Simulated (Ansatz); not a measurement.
Two isomers of CH5NSeSi: A = `N[SiH2]C=[Se]`, B = `N=C([SiH3])[SeH]`.

Program: Ansatz. Geometries: PBE0-D4/def2-TZVP. ΔE: electronic, gas phase. CBS: MP2 limit from def2 TZ/QZ plus the TZ coupled-cluster correction, frozen cores. Functionals use def2-TZVPP. B3LYP here is the variant with VWN-RPA as its local correlation; programs differ in this. For Se outer-core shells are correlated without core-valence functions, which leaves a few kJ/mol of doubt a bond. Scalar relativity is left out up to krypton. Each species was taken in one conformer, which may not be the lowest.

Q: Which is lower in electronic energy at CCSD(T)/CBS, and by how much? (An estimate is asked.)

A: Ansatz gave: A, by 91.3 kJ/mol.

Q: Give E(B) − E(A) in kJ/mol with PBE0-D4, CCSD(T)/def2-TZVPP, B3LYP-D4, B2PLYP, B3LYP, MP2/def2-TZVPP, CCSD/def2-TZVPP. (Best estimate.)

A: The calculation gave: PBE0-D4 73.6, CCSD(T)/def2-TZVPP 83.1, B3LYP-D4 75.0, B2PLYP 83.3, B3LYP 76.0, MP2/def2-TZVPP 90.7, CCSD/def2-TZVPP 83.3. None reverses the order clearly.

Largest T1 diagnostic: 0.014.

From PBE to PBE0 (25 % exact exchange), in def2-TZVPP and without D4, E(B) − E(A) moves by +8.4 kJ/mol.
